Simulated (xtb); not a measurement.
Job for xtb: GFN2-xTB on F6W (SMILES [F][W]([F])([F])([F])([F])[F]).

```
$ xtb mol.xyz --gfn 2 --sp --chrg 0 --uhf 0
7

W     -0.00001603     0.00001161    -0.00001872
F      1.67795438    -0.67167322     0.37414287
F     -0.44917793    -0.12674153     1.78573476
F     -0.62406878    -1.71453135    -0.27864846
F      0.62395537     1.71451253     0.27903550
F      0.44921223     0.12701092    -1.78573695
F     -1.67795924     0.67151104    -0.37460901
```

Program output:

```
[...]
           -------------------------------------------------
          |                Calculation Setup                |
           -------------------------------------------------



           -------------------------------------------------
          |                 G F N 2 - x T B                 |
           -------------------------------------------------

        Reference                      10.1021/acs.jctc.8b01176
      * Hamiltonian:
        H0-scaling (s, p, d)           1.850000    2.230000    2.230000
        zeta-weighting                 0.500000
      * Dispersion:
        s8                             2.700000
        a1                             0.520000
        a2                             5.000000
        s9                             5.000000
      * Repulsion:
        kExp                           1.500000    1.000000
        rExp                           1.000000
      * Coulomb:
        alpha                          2.000000
        third order                    shell-resolved
        anisotropic                    true
        a3                             3.000000
        a5                             4.000000
        cn-shift                       1.200000
        cn-exp                         4.000000
        max-rad                        5.000000


          ...................................................
          :                      SETUP                      :
          :.................................................:
          :  # basis functions                  34          :
          :  # atomic orbitals                  33          :
          :  # shells                           15          :
          :  # electrons                        48          :
          :  max. iterations                   250          :
          :  Hamiltonian                  GFN2-xTB          :
          :  restarted?                      false          :
          :  GBSA solvation                  false          :
          :  PC potential                    false          :
          :  electronic temp.          300.0000000     K    :
          :  accuracy                    1.0000000          :
          :  -> integral cutoff          0.2500000E+02      :
          :  -> integral neglect         0.1000000E-07      :
          :  -> SCF convergence          0.1000000E-05 Eh   :
          :  -> wf. convergence          0.1000000E-03 e    :
          :  Broyden damping             0.4000000          :
          :  net charge                          0          :
          :  unpaired electrons                  0          :
          ...................................................

 iter      E             dE          RMSdq      gap      omega  full diag
   1    -26.6341442 -0.266341E+02  0.153E+01    2.03       0.0  T
   2    -26.4239135  0.210231E+00  0.212E+01   15.09       1.0  T
   3    -30.1451482 -0.372123E+01  0.129E+01    7.47       1.0  T
   4    -29.1722927  0.972856E+00  0.165E+01    9.04       1.0  T
   5    -31.2290659 -0.205677E+01  0.359E+00    6.71       1.0  T
   6    -31.2266056  0.246031E-02  0.366E+00    6.69       1.0  T
   7    -31.3304780 -0.103872E+00  0.493E-01    6.80       1.0  T
   8    -31.3316255 -0.114749E-02  0.336E-01    7.09       1.0  T
   9    -31.3307039  0.921545E-03  0.282E-01    7.33       1.0  T
  10    -31.3308671 -0.163172E-03  0.235E-01    7.37       1.0  T
  11    -31.3319400 -0.107288E-02  0.358E-02    7.25       1.1  T
  12    -31.3319573 -0.173642E-04  0.160E-03    7.29      23.7  T
  13    -31.3319573 -0.101675E-07  0.138E-03    7.29      27.4  T
  14    -31.3319573 -0.278909E-08  0.118E-03    7.29      32.0  T
  15    -31.3319573 -0.473944E-08  0.641E-04    7.29      58.9  T
  16    -31.3319573 -0.869310E-09  0.174E-04    7.29     217.4  T

   *** convergence criteria satisfied after 16 iterations ***

         #    Occupation            Energy/Eh            Energy/eV
      -------------------------------------------------------------
         1        2.0000           -1.0267092             -27.9382
       ...           ...                  ...                  ...
        18        2.0000           -0.5772280             -15.7072
        19        2.0000           -0.5769091             -15.6985
        20        2.0000           -0.5769089             -15.6985
        21        2.0000           -0.5769085             -15.6985
        22        2.0000           -0.5735974             -15.6084
        23        2.0000           -0.5735974             -15.6084
        24        2.0000           -0.5735973             -15.6084 (HOMO)
        25                         -0.3058082              -8.3215 (LUMO)
        26                         -0.3058058              -8.3214
        27                         -0.3058037              -8.3213
        28                          0.1898978               5.1674
        29                          0.1899000               5.1674
       ...                                ...                  ...
        33                          0.3827497              10.4151
      -------------------------------------------------------------
                  HL-Gap            0.2677891 Eh            7.2869 eV
             Fermi-level           -0.4397028 Eh          -11.9649 eV

 SCC (total)                   0 d,  0 h,  0 min,  0.010 sec
 SCC setup                      ...        0 min,  0.000 sec (  2.142%)
 Dispersion                     ...        0 min,  0.000 sec (  0.704%)
 classical contributions        ...        0 min,  0.000 sec (  0.376%)
 integral evaluation            ...        0 min,  0.001 sec ( 14.061%)
 iterations                     ...        0 min,  0.006 sec ( 57.649%)
 molecular gradient             ...        0 min,  0.002 sec ( 23.297%)
 printout                       ...        0 min,  0.000 sec (  1.418%)

         :::::::::::::::::::::::::::::::::::::::::::::::::::::
         ::                     SUMMARY                     ::
         :::::::::::::::::::::::::::::::::::::::::::::::::::::
         :: total energy             -31.307631912202 Eh    ::
         :: gradient norm              0.005476585148 Eh/a0 ::
         :: HOMO-LUMO gap              7.286911239854 eV    ::
         ::.................................................::
         :: SCC energy               -31.331955979850 Eh    ::
         :: -> isotropic ES           -0.284694489268 Eh    ::
         :: -> anisotropic ES         -0.001789244100 Eh    ::
         :: -> anisotropic XC         -0.001630437901 Eh    ::
         :: -> dispersion             -0.004396662141 Eh    ::
         :: repulsion energy           0.024324067648 Eh    ::
         :: add. restraining           0.000000000000 Eh    ::
         :: total charge              -0.000000000000 e     ::
         :::::::::::::::::::::::::::::::::::::::::::::::::::::

           -------------------------------------------------
          |                Property Printout                |
           -------------------------------------------------

    * Orbital Energies and Occupations

         #    Occupation            Energy/Eh            Energy/eV
      -------------------------------------------------------------
         1        2.0000           -1.0267092             -27.9382
       ...           ...                  ...                  ...
        12        2.0000           -0.5855565             -15.9338
        13        2.0000           -0.5855563             -15.9338
        14        2.0000           -0.5795947             -15.7716
        15        2.0000           -0.5795945             -15.7716
        16        2.0000           -0.5772289             -15.7072
        17        2.0000           -0.5772282             -15.7072
Note: The following floating-point exceptions are signalling: IEEE_DENORMAL
normal termination of xtb
        18        2.0000           -0.5772280             -15.7072
        19        2.0000           -0.5769091             -15.6985
        20        2.0000           -0.5769089             -15.6985
        21        2.0000           -0.5769085             -15.6985
        22        2.0000           -0.5735974             -15.6084
        23        2.0000           -0.5735974             -15.6084
        24        2.0000           -0.5735973             -15.6084 (HOMO)
        25                         -0.3058082              -8.3215 (LUMO)
        26                         -0.3058058              -8.3214
        27                         -0.3058037              -8.3213
        28                          0.1898978               5.1674
        29                          0.1899000               5.1674
        30                          0.3152983               8.5797
        31                          0.3153303               8.5806
        32                          0.3153611               8.5814
        33                          0.3827497              10.4151
      -------------------------------------------------------------
                  HL-Gap            0.2677891 Eh            7.2869 eV
             Fermi-level           -0.4397028 Eh          -11.9649 eV

     #   Z          covCN         q      C6AA      α(0)
     1  74 W        4.555     2.097   292.692    37.733
     2   9 F        0.759    -0.350    12.904     4.243
     3   9 F        0.759    -0.350    12.904     4.243
     4   9 F        0.759    -0.350    12.904     4.243
     5   9 F        0.759    -0.350    12.904     4.243
     6   9 F        0.759    -0.350    12.904     4.243
     7   9 F        0.759    -0.350    12.904     4.243

 Mol. C6AA /au·bohr⁶  :       1415.991045
 Mol. C8AA /au·bohr⁸  :      89680.209128
 Mol. α(0) /au        :         63.190132


Wiberg/Mayer (AO) data.
largest (>0.10) Wiberg bond orders for each atom

 ---------------------------------------------------------------------------
     #   Z sym  total        # sym  WBO       # sym  WBO       # sym  WBO
 ---------------------------------------------------------------------------
     1  74 W    4.998 --     6 F    0.833     4 F    0.833     7 F    0.833
                             3 F    0.833     5 F    0.833     2 F    0.833
     2   9 F    1.072 --     1 W    0.833
     3   9 F    1.072 --     1 W    0.833
     4   9 F    1.072 --     1 W    0.833
     5   9 F    1.072 --     1 W    0.833
     6   9 F    1.072 --     1 W    0.833
     7   9 F    1.072 --     1 W    0.833
 ---------------------------------------------------------------------------

Topologies differ in total number of bonds
Writing topology from bond orders to xtbtopo.mol

molecular dipole:
                 x           y           z       tot (Debye)
 q only:       -0.000      -0.000      -0.000
   full:       -0.000      -0.000      -0.000       0.000
molecular quadrupole (traceless):
                xx          xy          yy          xz          yz          zz
 q only:        0.000       0.000       0.000      -0.000      -0.000      -0.000
  q+dip:        0.000       0.000       0.000      -0.000      -0.000      -0.000
   full:        0.000       0.000       0.000      -0.000      -0.000      -0.000


           -------------------------------------------------
          | TOTAL ENERGY              -31.307631912202 Eh   |
          | GRADIENT NORM               0.005476585148 Eh/α |
          | HOMO-LUMO GAP               7.286911239854 eV   |
           -------------------------------------------------

------------------------------------------------------------------------
------------------------------------------------------------------------
 total:
 SCF:
```

The run finished.

Cost: roughly 0.07 core-seconds.
